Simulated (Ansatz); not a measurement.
Reaction (ligand exchange at the Sn–S bond): `[SH][Sn][Cl]` + NH₃ → `[NH2][Sn][Cl]` + H₂S

Isolated molecules relaxed with PBE0-D4/def2-TZVP in Ansatz; ΔE leaves out vibrations. CCSD(T)/CBS is the MP2 limit (def2-TZVPP, def2-QZVPP) plus CCSD(T) − MP2 in def2-TZVPP, frozen cores. This one scheme is used for every species. DFT in def2-TZVPP. B3LYP here is the variant with VWN-RPA as its local correlation; programs differ in this. HSE06 is defined as in plane-wave codes. def2 core potentials past Kr. For Sn outer-core shells are correlated without core-valence functions, which leaves a few kJ/mol of doubt a bond. Each species was taken in one conformer, which may not be the lowest.

```tsv
level	ΔE (kJ/mol)	difference from CCSD(T)/CBS
LDA (SPW92)	55.6	1.4
PBE-D4	61.5	7.3
revPBE-D4	60.9	6.7
BLYP-D4	57.2	3.0
r2SCAN-D4	57.8	3.6
B97M-V	59.2	5.0
B3LYP-D4	57.8	3.6
r2SCANh-D4	58.5	4.3
r2SCAN0-D4	59.4	5.2
HSE06-D4	62.5	8.3
BHLYP-D4	58.5	4.3
CAM-B3LYP-D4	49.6	-4.6
ωB97X-V	49.9	-4.3
B2PLYP	53.4	-0.8
PBE-QIDH	57.3	3.1
PBE	60.3	6.1
revPBE	61.3	7.1
BLYP	55.3	1.1
r2SCAN	57.7	3.5
PBE0	60.8	6.6
r2SCANh	58.3	4.1
r2SCAN0	59.1	4.9
HSE06	61.3	7.1
BHLYP	54.8	0.6
CAM-B3LYP	48.2	-6.0
RPA@PBE/def2-TZVPP	46.4	-7.8
HF/def2-SVP	59.4	5.2
MP2/def2-SVP	50.9	-3.3
CCSD/def2-SVP	51.4	-2.8
CCSD(T)/def2-SVP	51.4	-2.8
HF/def2-TZVPP	52.9	-1.3
MP2/def2-TZVPP	53.0	-1.2
SCS-MP2/def2-TZVPP	49.8	-4.4
CCSD/def2-TZVPP	49.3	-4.9
HF/def2-QZVPP	52.2	-2.0
MP2/def2-QZVPP	55.0	0.8
SCS-MP2/def2-QZVPP	51.7	-2.5
HF/CBS(def2)	52.1	-2.1
MP2/CBS(def2)	56.9	2.7
CCSD/CBS(def2)	53.1	-1.1
CCSD(T)/CBS	54.2	0
```

Largest T1 diagnostic among the species: 0.016.

Leaving LDA and LC-ωPBE aside and taking each functional with its dispersion term where it has one, the values spread over 12.9 kJ/mol, from CAM-B3LYP-D4 to HSE06-D4. LDA lies −4.7 kJ/mol from PBE without D4.
